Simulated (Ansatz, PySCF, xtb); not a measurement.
Gas-phase reaction R1 → P1 + P2, each structure at its B3LYP-D3(BJ)/def2-TZVP stationary point, reached from a drawn start (curvature not checked).
R1: Ge2H6 (SMILES [GeH3][GeH3]), charge 0, multiplicity 1.
P1: GeH4 (SMILES [GeH4]), charge 0, multiplicity 1.
P2: GeH2 (SMILES [GeH2]), charge 0, multiplicity 1.

P less R. No zero-point or thermal terms; no spin–orbit coupling.

Frozen-core correlation throughout. In cc and def2 sets filled d and f shells under p-block atoms count as core. CBS: X⁻³ extrapolation of the correlation energy, Hartree–Fock from the larger set.

Run with Ansatz (a first-principles code) with Gaussian orbitals; PySCF for the D3/D4 terms; xtb for the GFN methods. All values are computed, each at the level named.

```tsv
level	reaction energy (eV)
GFN2-xTB	0.853
revPBE-D3(BJ)/def2-TZVPP	1.992
revPBE-D4/def2-TZVPP	1.990
r2SCAN-D3(BJ)/def2-TZVPP	2.236
B97M-V/def2-TZVPP	2.062
SCS-MP2/cc-pVDZ	1.849
SCS-MP2/cc-pVTZ	1.933
CCSD/cc-pVQZ	[?]
CCSD(T)/CBS(cc-pVTZ, cc-pVQZ)	[?]
```

**Question.** Some entries are withheld; supply them.

**Answer.** 
- CCSD/cc-pVQZ, reaction energy (eV): 1.938
- CCSD(T)/CBS(cc-pVTZ, cc-pVQZ), reaction energy (eV): 2.028
